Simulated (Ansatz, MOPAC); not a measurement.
System: BSiH$_{2}$F$_{2}$, net charge 0, doublet state. SMILES: FB(F)[SiH2]

Atoms: F1, B2, F3, Si4, H5, H6. Bonds: F1-B2, B2-F3, B2-Si4, Si4-H5, Si4-H6.

Bond lengths (Å) and angles (degrees) optimised at PM3 with MOPAC; HF/6-31G* with Ansatz (an electronic-structure program); B3LYP/LANL2DZ with Ansatz; B3LYP/6-31G* with Ansatz, each started from the B3LYP-D3(BJ)/def2-TZVP structure (Ansatz) of the last column. A row stands for all coordinates that are equal there; 6 of 7 kinds are shown. 6-31G* holds six Cartesian d functions. No wavenumbers were computed at B3LYP/LANL2DZ, so these may be saddle points.

```tsv
coordinate	PM3	HF/6-31G*	B3LYP/LANL2DZ	B3LYP/6-31G*	B3LYP-D3(BJ)/def2-TZVP
F1-B2	1.343	1.311	1.376	1.326	1.327
B2-Si4	1.812	2.025	1.958	2.000	1.991
Si4-H5	1.485	1.474	1.476	1.485	1.477
F1-B2-F3	104.3	116.7	115.6	117.4	116.9
F1-B2-Si4	127.9	121.6	122.2	121.2	121.5
B2-Si4-H5	115.1	114.6	119.4	117.5	117.7
```

Mean signed difference of all 5 bond lengths from B3LYP-D3(BJ)/def2-TZVP: PM3 -0.026 Å, HF/6-31G* -0.001 Å, B3LYP/LANL2DZ 0.013 Å, B3LYP/6-31G* 0.005 Å.
